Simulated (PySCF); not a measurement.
# Spinor energies of Au³⁸⁺ (gold, charge +38)

Start: [Kr] 4d5; 4d3/2 filled at m_j = -3/2, -1/2, +1/2, +3/2; 4d5/2 filled at m_j = +5/2. Calculated with PySCF 2.14 in an even-tempered Gaussian basis (16 s from 4.3 bohr⁻², ratio 2.8; 14 p from 5.6 bohr⁻², ratio 2.8; 9 d from 5.6 bohr⁻², ratio 2.8; 3 f from 23 bohr⁻², ratio 3): generalised Hartree-Fock with the X2C-1e Hamiltonian and a Gaussian nucleus; one run each with spin-orbit coupling (SO) switched off, then screened by Boettger's factors.

```tsv
spinor shell	electrons	ε, spin-free (eV)	ε, screened SO (eV)	weight of nominal j (screened SO)	rms radius, screened SO (bohr)
1s1/2	2	-82829.4	-82796.5	1.000	0.0190
2s1/2	2	-16133.6	-16122.2	1.000	0.0769
2p1/2	2	-14184.9	-15508.3	1.000	0.0651
2p3/2	4	-14184.9	-13662.6	1.000	0.0731
3s1/2	2	-5109.5	-5105.1	1.000	0.194
3p1/2	2	-4532.0	-4832.2	1.000	0.186
3p3/2	4	-4532.0	-4409.5	1.000	0.201
3d3/2	4	-3914.4	-3969.6	1.000	0.176
3d5/2	6	-3914.4	-3873.2	1.000	0.180
4s1/2	2	-2223.4	-2221.7	1.000	0.404
4p1/2	2	-2005.3	-2107.3	0.999	0.405
4p3/2	4	-2005.3	-1962.2	0.999	0.435
4d3/2	4	-1779.9	-1787.9	0.990	0.418
4d5/2	1	-1779.9	-1760.4	1.000	0.426
```

```json
{"quantity": "E (hartree)", "spin-free": "-18130.08846", "screened SO": "-18160.97205"}
{"quantity": "M_J", "spin-free": "5/2", "screened SO": "5/2"}
{"quantity": "⟨J²⟩", "spin-free": "8.750", "screened SO": "8.753"}
{"quantity": "⟨L²⟩", "spin-free": "0.000", "screened SO": "5.957"}
{"quantity": "⟨S²⟩", "spin-free": "8.750", "screened SO": "3.030"}
```

Each row is a mean over spinors that exchange with the open shell spreads, by up to 18.921 eV (4p3/2).

Breit and QED terms are absent; they matter most for the inner s and p1/2 levels.

Densities and radii are taken from the X2C orbitals without a picture-change correction, which distorts them close to the nucleus.

Without spin-orbit coupling the j labels of p, d and f shells carry no meaning; the spin-free column gives the mean over the occupied spinors of each nl shell.
